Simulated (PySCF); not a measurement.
## P (phosphorus, neutral) across methods

[Ne] 3s1 3p3 3d1, high-spin 6D determinant (an excited configuration). Computed with PySCF 2.14 in dyall-acv3z, with the non-relativistic Hamiltonian (point nucleus).

| method | E (hartree) | mean ε 3s α (eV) | mean ε 3p α (eV) | mean ε 3d α (eV) | Σ⟨r²⟩ (bohr²) | ⟨S²⟩ |
| --- | --- | --- | --- | --- | --- | --- |
| PBE0 | -340.6312 | -20.506 | -10.592 | -0.094 | 39.24 | 8.750 |
| TPSS | -340.7766 | -18.421 | -9.247 | 0.519 | 39.42 | 8.750 |
| LDA | -339.4818 | -18.115 | -9.192 | 0.522 | 39.68 | 8.750 |
| M06-2X | -340.7184 | -21.922 | -11.613 | -0.570 | 39.74 | 8.750 |
| PBE | -340.5980 | -18.165 | -9.168 | 0.501 | 39.52 | 8.750 |
| MN15 | -340.7385 | -20.128 | -10.815 | 0.059 | 39.08 | 8.750 |
| UHF | -340.26590 | -26.991 | -14.412 | -1.690 | 39.05 | 8.750 |

**Question.** Estimate the same row for r2SCAN.

**Answer.** E (hartree) = -340.7505; mean ε 3s α (eV) = -19.174; mean ε 3p α (eV) = -9.661; mean ε 3d α (eV) = 0.510; Σ⟨r²⟩ (bohr²) = 39.32; ⟨S²⟩ = 8.750.

The outer electron is Rydberg-like, and this basis confines it to a smaller radius and binds it less than a complete one would.

The highest occupied level is positive at TPSS, LDA, r2SCAN, PBE, MN15: only the finite basis holds that electron, which in a density functional comes from self-interaction.
